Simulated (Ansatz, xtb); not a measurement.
# Relative energy of two isomers of C4H2ClF3N2

Structure X: `FC(F)(F)c1cn[nH]c1Cl`, a singlet. Structure Y: `FC(F)(F)c1cc(Cl)[nH]n1`, a singlet. Both are isolated molecules in the gas phase, relaxed with B3LYP-D3(BJ)/def2-SVP.

Quicker runs give these differences E(Y) − E(X): GFN2-xTB +1.30 kcal/mol; HF/STO-3G −0.41 kcal/mol (at GFN2-xTB geometries); r2SCAN-D4/def2-SVP +0.08 kcal/mol (at GFN2-xTB geometries).

**Question.** Estimate which is lower in electronic energy at CCSD(T)/def2-SVP + ΔMP2/def2-TZVPP, and by roughly how much.

**Answer.** CCSD(T)/def2-SVP + ΔMP2/def2-TZVPP gives E(Y) − E(X) = +0.28 kcal/mol, slightly favouring structure X, which is too small a margin to settle the true order.

How the difference moves with the method:

```tsv
level	geometry	E(Y) − E(X) (kcal/mol)	departure from the last row (kcal/mol)	job, with rough time for the two
GFN2-xTB	GFN2-xTB	+1.30	+1.01	optimisation, 0.57 s
HF/STO-3G	GFN2-xTB	−0.41	−0.69	single point, 3.3 s
r2SCAN-D4/def2-SVP	GFN2-xTB	+0.08	−0.20	single point, 16 s
B3LYP-D3(BJ)/def2-SVP	B3LYP-D3(BJ)/def2-SVP	+0.29	+0.01	optimisation, 2.7 min
HF/def2-SVP	B3LYP-D3(BJ)/def2-SVP	+0.24	−0.04	part of the CCSD(T) run
MP2/def2-SVP	B3LYP-D3(BJ)/def2-SVP	−0.08	−0.37	part of the CCSD(T) run
CCSD(T)/def2-SVP	B3LYP-D3(BJ)/def2-SVP	+0.35	+0.06	single point
CCSD(T)/def2-SVP + ΔMP2/def2-TZVPP	B3LYP-D3(BJ)/def2-SVP	+0.28		single point, 8.5 min
```

As drawn, both hold the same kinds of bond in the same numbers.

The largest departure from CCSD(T)/def2-SVP + ΔMP2/def2-TZVPP is that of GFN2-xTB, 1.01 kcal/mol. The last row adds to CCSD(T) the change of the MP2 difference between the two basis sets, here −0.06 kcal/mol.

With thermal terms from frequencies at re-optimised GFN2-xTB minima (ideal gas, soft modes damped towards free rotors, one conformer each, 298.15 K, 1 atm): on the last row, ΔE + ΔZPE = +0.26, ΔH = +0.27, ΔG = +0.09 kcal/mol.

The correlated steps freeze 14 core orbitals. Codes used: Ansatz 0.2.0, xtb 6.7.1; the last row on 2 threads of Intel(R) Xeon(R) Processor @ 2.50GHz (Skylake/Cascade Lake) on a shared host.
